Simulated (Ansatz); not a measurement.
Two isomers of C4H7FSi: A = `C=C[SiH](F)C=C`, B = `C=C1C[SiH]1CF`.

Program: Ansatz. Geometries: PBE0-D4/def2-TZVP. ΔE: electronic, gas phase. CCSD(T)/CBS is the MP2 limit (def2-TZVPP, def2-QZVPP) plus CCSD(T) − MP2 in def2-TZVPP, frozen cores. DFT in def2-TZVPP. B3LYP here is the variant with VWN-RPA as its local correlation; programs differ in this. Each species was taken in one conformer, which may not be the lowest.

Which isomer does CCSD(T)/CBS put lower? Give the gap. (Estimate.)

The calculation gave: A, by 74.4 kcal/mol.

Give E(B) − E(A) in kcal/mol with PBE-D4, B3LYP-D4, CCSD/def2-TZVPP, HF/def2-TZVPP, MP2/def2-TZVPP, r2SCAN-D4, ωB97M-V. (An estimate is asked.)

The calculation gave: PBE-D4 63.0, B3LYP-D4 71.9, CCSD/def2-TZVPP 74.7, HF/def2-TZVPP 81.8, MP2/def2-TZVPP 73.7, r2SCAN-D4 68.1, ωB97M-V 70.8. None reverses the order clearly.

Largest T1 diagnostic: 0.012.

From PBE to PBE0 (25 % exact exchange), in def2-TZVPP and without D4, E(B) − E(A) moves by +2.6 kcal/mol. In def2-TZVPP, CCSD(T) changes the Hartree–Fock value by −8.1 kcal/mol (the triples alone add −1.0 kcal/mol) and MP2 by −8.2 kcal/mol.
